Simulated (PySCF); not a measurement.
GeH8N2Si, SMILES N[SiH2][GeH2][NH2].

The structure is a stationary point at PBE-D3(BJ)/def2-SVP. This is a generated structure with no PubChem entry under its InChIKey; it may be hypothetical. One conformer was computed; it need not be the lowest.

Vertical ionisation energy (IE) and electron affinity (EA) in eV. Rows of orbital energies are one-electron estimates. Where ΔSCF, EOM or ADC give a negative EA the extra electron is unbound and the value depends on the basis.

```json
[
 {"level": "−ε(HOMO), −ε(LUMO), B3LYP/def2-TZVP (PySCF)", "IE": "6.95", "EA": "0.48"},
 {"level": "−ε(HOMO), −ε(LUMO), PBE/def2-TZVP (PySCF)", "IE": "5.80", "EA": "1.05"}
]
```
